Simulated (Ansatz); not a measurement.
Molecule: C₅H₇, net charge -1, singlet state. It need not be the lowest isomer of its formula. Whether it binds its extra electron was not tested at this geometry. 
Geometry from a B3LYP-D3(BJ)/def2-TZVP (Ansatz, a first-principles code) optimisation:
```
C
C 1 1.3492
H 2 1.0849 1 122.12
H 2 1.0871 3 116.78 1 -180.00
H 1 1.0882 2 116.48 3 0.00
C 1 1.4486 5 116.47 2 -180.00
C 6 1.3651 1 129.67 5 0.00
H 6 1.0991 7 117.95 1 -180.00
C 7 1.5153 6 118.09 8 -180.00
H 9 1.0983 7 109.26 6 122.97
H 9 1.0983 10 104.74 7 -116.96
H 9 1.1135 10 106.50 11 -112.59
```
Charge -1, spin multiplicity 1.

Total electronic energies in hartree. Cores are frozen in the correlated levels unless marked. No spin-orbit coupling. Non-relativistic unless marked X2C. CBS(X,Y): correlation extrapolated as X^-3; Hartree-Fock from the larger set. [CCSD(T)-MP2]/basis is that difference in the basis named.

The Hartree-Fock reference is unstable (checked in the largest basis), which strains HF and MP2. 

```json
[
 {"level": "HF/aug-cc-pVDZ", "program": "Ansatz", "energy (Eh)": "-193.31751"},
 {"level": "HF/aug-cc-pVTZ", "program": "Ansatz", "energy (Eh)": "-193.36229"},
 {"level": "HF/aug-cc-pVQZ", "program": "Ansatz", "energy (Eh)": "-193.37330"},
 {"level": "SVWN5/def2-TZVPD", "program": "Ansatz", "energy (Eh)": "-192.89569"},
 {"level": "BLYP/def2-TZVPD", "program": "Ansatz", "energy (Eh)": "?"},
 {"level": "B97M-V/def2-TZVPD", "program": "Ansatz", "energy (Eh)": "-194.73157"},
 {"level": "PBE0/def2-SVP", "program": "Ansatz", "energy (Eh)": "?"},
 {"level": "r2SCANh/def2-TZVPD", "program": "Ansatz", "energy (Eh)": "?"},
 {"level": "HSE06-D3(BJ)/def2-TZVPD", "program": "Ansatz + dftd3", "energy (Eh)": "-194.46896"},
 {"level": "B2GP-PLYP-D3(BJ)/def2-TZVPD", "program": "Ansatz + dftd3", "energy (Eh)": "-194.49479"},
 {"level": "B2PLYP-D4/def2-TZVPD", "program": "Ansatz + dftd4", "energy (Eh)": "-194.54021"},
 {"level": "MP2/STO-3G", "program": "Ansatz", "energy (Eh)": "-191.05425"},
 {"level": "CCSD/cc-pwCVTZ", "program": "Ansatz", "energy (Eh)": "-194.24001"},
 {"level": "X2C-CCSD(T)/cc-pVTZ-DK", "program": "Ansatz", "energy (Eh)": "-194.34626"},
 {"level": "RI-MP2/CBS(aug-cc-pVTZ,aug-cc-pVQZ)+[CCSD(T)-MP2]/aug-cc-pVDZ", "program": "Ansatz", "energy (Eh)": "-194.3862"}
]
```

Q: Complete the blanks.

A: 
- BLYP/def2-TZVPD, energy (Eh): -194.63048
- PBE0/def2-SVP, energy (Eh): -194.25335
- r2SCANh/def2-TZVPD, energy (Eh): -194.58843
